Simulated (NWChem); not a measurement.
## Atomisation of H5BFNO2

```
B
F 1 1.3999
O 1 1.4132 2 116.25
H 3 0.9634 1 109.31 2 -103.43
O 1 1.4173 2 113.29 3 -138.11
H 5 0.9639 1 110.01 2 -3.13
N 1 1.7217 2 101.13 6 -112.60
H 7 1.0214 1 112.19 2 57.71
H 7 1.0215 8 109.07 1 -120.62
H 7 1.0224 8 108.94 9 -118.21
```
Charge 0, spin multiplicity 1.

All runs are NWChem calculations. Structure: optimised with B3LYP/def2-SVP, a minimum by its harmonic frequencies. It is one conformer; others weren't searched.

Basis set: def2-TZVP. The atomisation energy is electronic alone: no zero-point, thermal, spin-orbit or counterpoise terms. No value is extrapolated to the basis-set limit. Free atoms are single determinants with multiplicities B 2, F 2, O 3, H 2, N 4.

B3LYP has NWChem's definition, with VWN1-RPA local correlation. The structure started from a generated list of species. No SCF solution was tested for a lower state.

Task: Order these methods by the atomisation energy they give, lowest first: BP86, PBE0, B3LYP, LDA (SVWN5), M06-2X.

Result: PBE0 (938.3 kcal/mol), B3LYP (939.5 kcal/mol), M06-2X (952.9 kcal/mol), BP86 (971.3 kcal/mol), LDA (SVWN5) (1100.8 kcal/mol)
